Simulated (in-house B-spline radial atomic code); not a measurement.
Results of a calculation; reference values are marked as such.
Correlation energy from the adiabatic connection: −Z/r, Z = 7.75

Two electrons in a singlet, external potential −Z/r, Z = 7.75 (atomic units). Full CI in B-splines (partial waves to l = 8, correlation up to 0.6 % small) with the density held fixed gives W(λ) = <V_ee>_λ − U, and E_c is the integral of W(λ) − W(0) from 0 to 1.

| λ | W(λ) − W(0) (hartree) |
| --- | --- |
| 0 | 0.00000 |
| 0.02 | -0.00187 |
| 0.05 | -0.00466 |
| 0.12 | -0.01114 |
| 0.25 | -0.02306 |
| 0.4 | -0.03662 |
| 0.6 | -0.05440 |
| 0.8 | -0.07184 |
| 1 | -0.08896 |

**Question.** Integrate the table by the trapezoid rule.

**Answer.** The strips give -0.00002, -0.00010, -0.00055, -0.00222, -0.00448, -0.00910, -0.01262, -0.01608, which sum to -0.04517 hartree. The direct value, W(1) − W(0) + T_c with T_c = 0.04376, is -0.04520; the curve is convex, so chords lie above it and the trapezoids fall short in size by 0.05 %.

**Question.** Now use only three numbers: W(0) = -4.6211, the initial slope W'(0) = -0.09336 (extrapolated from the first points) and the strong-coupling limit of the point-charge-plus-continuum model, W∞ = -6.5608. What do second-order theory and the interpolation W(λ) = W∞ + (W(0) − W∞)/√(1 + 2χλ) of Seidl, Perdew and Levy give?

**Answer.** Second order keeps the slope alone: E_c = W'(0)/2 = -0.04668, +3 % in size against -0.04520. Matching the slope fixes χ = W'(0)/(W∞ − W(0)) = -0.09336/(-1.93970) = 0.04813. Integrating, with s = √(1 + 2χ) = 1.047025, E_c = −(W(0) − W∞)(s − 1)/(s + 1) = −1.93970 × 0.047025/2.047025 = -0.04456 hartree, -1.4 % in size against the full result. At λ = 1 the formula gives W − W(0) = -0.08712 against -0.08896. Part of the miss can come from the model's W∞.
